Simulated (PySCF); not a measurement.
CH6BGe (calculated)

Computed with PySCF 2.14.0. Calculation on a computer-drawn molecule: the log of a Hartree-Fock and frozen-core CCSD(T) single point meant for a local Hartree-Fock minimum, with one planted fault or none, to be diagnosed. Offsets are logged minus clean, where the clean run is the same molecule without the fault. The reference is restricted for singlets and unrestricted otherwise, and also for a bond in bohr or an excited solution. Adding or removing an electron swaps singlet and doublet. The excited solution moves the top pair (singlet) or top alpha electron (doublet) to the lowest empty orbital. Highest occupied and lowest empty are orbital energies over both spins, largest force is the largest gradient component, triples share is (T) over the correlation energy, the T1 limit is 0.02 restricted and 0.045 unrestricted, electrons count all cores, a negative frequency is imaginary (commonest isotopes), and the dipole is about the centre of nuclear charge; on germanium a core potential holds 10 electrons, which the energies leave out, and 3d is frozen in MP2 and coupled-cluster steps.

```xyz
9
formula=CH6BGe meant_charge=1 meant_multiplicity=1 meant_basis=cc-pVDZ meant_basis_and_core_potential_on_germanium=cc-pVDZ-PP_ECP10MDF logged_electrons=48 logged_basis_functions=81 logged_SCF_converged=yes logged_spin_squared=0 logged_highest_occupied=-11.172 logged_lowest_empty=-10.531 logged_largest_force=0.15012 logged_CC_converged=no logged_dipole_magnitude=6.1451 logged_SCF_stable_within_its_kind=no logged_energy_HF=-358.73883 possible_faults=no_fault,one_electron_removed,one_electron_added,multiplicity_raised_by_two,geometry_at_a_saddle_point,SCF_held_on_an_excited_solution,minimal_basis_STO-3G,one_bond_length_entered_in_bohr,all_coordinates_scaled planted_fault=SCF_held_on_an_excited_solution HF_energy_offset_from_clean_run=246.7
C      1.3656     1.8680    -0.4948
B      0.4394     0.7043    -0.0494
Ge     0.1212     0.2301     1.9828
H      1.6273     2.6129     0.2551
H      2.2977     1.3817    -0.8257
H      0.9602     2.3615    -1.3816
H     -0.1295    -0.0473    -0.7798
H     -1.0392     0.7693     2.8043
H      1.0027    -0.7112     2.7882
```

Units: logged_highest_occupied, logged_lowest_empty in eV; logged_largest_force in hartree/bohr; logged_dipole_magnitude in debye; logged_energy_HF in hartree; HF_energy_offset_from_clean_run in kcal/mol.

Drawn bonds:
```tsv
atom	other atom	order
1	2	1
2	3	1
1	4	1
1	5	1
1	6	1
2	7	1
3	8	1
3	9	1
```

Notes: CCSD not converged.
